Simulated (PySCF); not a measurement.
# Electron correlation in Mg (magnesium, neutral)

[Ne] 3s1 4s1, high-spin 3S determinant (an excited configuration). All numbers are calculated (PySCF 2.14, the non-relativistic Hamiltonian (point nucleus), in aug-cc-pVDZ (5s4p2d, 27 functions)). Frozen: [Ne]; 2 electrons correlated.

With two correlated electrons CCSD is exact within the correlated space (frozen core and kept virtual orbitals).

```csv
level,correlation energy (mhartree)
CCSD,-4.18
```

Diagnostics: T1 = 0.011, D1 = 0.0222, largest double amplitude 0.058.

The outer electron is Rydberg-like, and this basis confines it to a smaller radius and binds it less than a complete one would.

Cost of the coupled-cluster step: of the order of 0.11 core-seconds, for 2 correlated electrons.
